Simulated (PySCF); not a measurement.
**NMR data sheet: C₃H₁₀N₂OSi₃**

```yaml
Formula: C3H10N2OSi3
SMILES: C=N[SiH2]O[Si@H]1C=C[SiH2]N1
InChI: InChI=1S/C3H10N2OSi3/c1-4-8-6-9-3-2-7-5-9/h2-3,5,9H,1,7-8H2/t9-/m0/s1
Point_group_of_the_computed_structure: C1
Degrees_of_unsaturation: 3
Carbon_signals: 3
Proton_signals: 10
```

Molfile (atoms numbered from 1):
```
C3H10N2OSi3
     RDKit          3D

 19 19  0  0  0  0  0  0  0  0999 V2000
    1.5679   -1.8303   -0.4277 C   0  0  0  0  0  0  0  0  0  0  0  0
    2.2914   -1.1390   -1.1728 N   0  0  0  0  0  0  0  0  0  0  0  0
    2.1386    0.5000   -1.6941 Si  0  0  0  0  0  4  0  0  0  0  0  0
    0.8391    1.3135   -1.1511 O   0  0  0  0  0  0  0  0  0  0  0  0
   -0.5116    1.4535   -0.2673 Si  0  0  1  0  0  4  0  0  0  0  0  0
   -1.8193    0.1441   -0.6142 C   0  0  0  0  0  0  0  0  0  0  0  0
   -2.1953   -0.5892    0.4318 C   0  0  0  0  0  0  0  0  0  0  0  0
   -1.3286   -0.1910    2.0551 Si  0  0  0  0  0  4  0  0  0  0  0  0
   -0.2821    1.0193    1.3951 N   0  0  0  0  0  0  0  0  0  0  0  0
    0.6494   -1.4708    0.0503 H   0  0  0  0  0  0  0  0  0  0  0  0
    1.8463   -2.8619   -0.2212 H   0  0  0  0  0  0  0  0  0  0  0  0
    1.9950    0.4412   -3.1423 H   0  0  0  0  0  0  0  0  0  0  0  0
    3.3072    1.1919   -1.1672 H   0  0  0  0  0  0  0  0  0  0  0  0
   -0.8961    2.8481   -0.4652 H   0  0  0  0  0  0  0  0  0  0  0  0
   -2.2553   -0.0055   -1.5944 H   0  0  0  0  0  0  0  0  0  0  0  0
   -2.9451   -1.3655    0.3401 H   0  0  0  0  0  0  0  0  0  0  0  0
   -0.5590   -1.3180    2.6015 H   0  0  0  0  0  0  0  0  0  0  0  0
   -2.2351    0.3654    3.0658 H   0  0  0  0  0  0  0  0  0  0  0  0
    0.3830    1.5034    1.9705 H   0  0  0  0  0  0  0  0  0  0  0  0
  1  2  2  0
  2  3  1  0
  3  4  1  0
  4  5  1  0
  5  6  1  0
  6  7  2  0
  7  8  1  0
  8  9  1  0
  9  5  1  0
  1 10  1  0
  1 11  1  0
  3 12  1  0
  3 13  1  0
  5 14  1  1
  6 15  1  0
  7 16  1  0
  8 17  1  0
  8 18  1  0
  9 19  1  0
M  END
```

Theory: geometry: GFN2-xTB, shielding tensors at PBE0/pcSseg-1 (GIAO), in PySCF 2.14 (no solvent, one computed conformer, non-relativistic).

References, each an isolated molecule treated in the same way: $^{1}$H (σref 31.72) and $^{13}$C (σref 186.93) and $^{29}$Si (σref 349.16) vs TMS; $^{15}$N (σref 267.73) against NH3; $^{17}$O (σref 336.08) against H2O.

| carbon | δC, type | δH (multiplicity) | HMBC from (2–3 bonds) | span of the C tensor (ppm) |
| --- | --- | --- | --- | --- |
| C1 | 174.2, CH2 | H10 8.52 (m); H11 8.58 (m) | H13, H12 | 212 |
| C6 | 160.6, CH | 7.46 (m) | H16, H14, H17, H18 | 265 |
| C7 | 156.5, CH | 7.47 (m) | H15, H14, H17, H18 | 262 |

Other nuclei:
| atoms | nucleus | environment | δ (ppm) | σ (ppm) |
| --- | --- | --- | --- | --- |
| H14 | $^{1}$H | hydrogen on a silicon bonded to C, N, O, in a 5-membered ring | 5.36 | 26.36 |
| H13 | $^{1}$H | hydrogen on a silicon bonded to N, O | 5.35 | 26.37 |
| H12 | $^{1}$H | hydrogen on a silicon bonded to N, O | 5.33 | 26.38 |
| H17 | $^{1}$H | hydrogen on a silicon bonded to C, N, in a 5-membered ring | 5.29 | 26.43 |
| H18 | $^{1}$H | hydrogen on a silicon bonded to C, N, in a 5-membered ring | 5.15 | 26.57 |
| H19 | $^{1}$H | hydrogen on a nitrogen bonded to 2 Si, in a 5-membered ring | 0.44 | 31.28 |
| Si5 | $^{29}$Si | silicon bonded to C, N, O, H, in a 5-membered ring | -29.5 | 378.7 |
| Si8 | $^{29}$Si | silicon bonded to C, N, 2 H, in a 5-membered ring | -37.1 | 386.3 |
| Si3 | $^{29}$Si | silicon bonded to N, O, 2 H | -43.4 | 392.6 |
| N2 | $^{15}$N | imine nitrogen | 425.5 | -157.8 |
| N9 | $^{15}$N | nitrogen bonded to 2 Si, H, in a 5-membered ring | 28.1 | 239.6 |
| O4 | $^{17}$O | oxygen bonded to 2 Si | 92.3 | 243.7 |

Carbon types of the structure: 2 × CH, 1 × CH2, leaving 6 H on heteroatoms. δC 174.2: C=N carbon. δC 160.6, 156.5: alkene CH; as expected for a trigonal carbon in a double bond. δH 8.58, 8.52: hydrogen on a C=N carbon. δH 7.47, 7.46: hydrogen on an alkene CH; olefinic region. δH 0.44: hydrogen on a nitrogen bonded to 2 Si, in a 5-membered ring; exchangeable; this is the value without hydrogen bonding to other molecules.

The OH or NH signal is concentration- and solvent-dependent in practice; the value given is the gas-phase one. Shifts are as computed. Against solution values, carbons near 30 ppm lie about +3 ppm off and those near 130 ppm about +5 ppm. Of 1309 compounds with measured shifts, 239 miss one by over three times the rms of a fit or turn the order of signals round; such compounds aren't used in these exercises. Experimental scales use liquid or dissolved standards, which lie at an offset from isolated NH3 (liquid NH3: subtract about 20 ppm) and H2O (liquid H2O: subtract about 36 ppm). Unscaled 15N shifts of sp2 nitrogen come out 20 to 40 ppm too high even then. No couplings were computed; multiplicities are counted from neighbouring protons, with m where these are inequivalent, close in shift, in a saturated or five-membered ring or joined by F or P, and br s for small geminal =CH2 splittings.
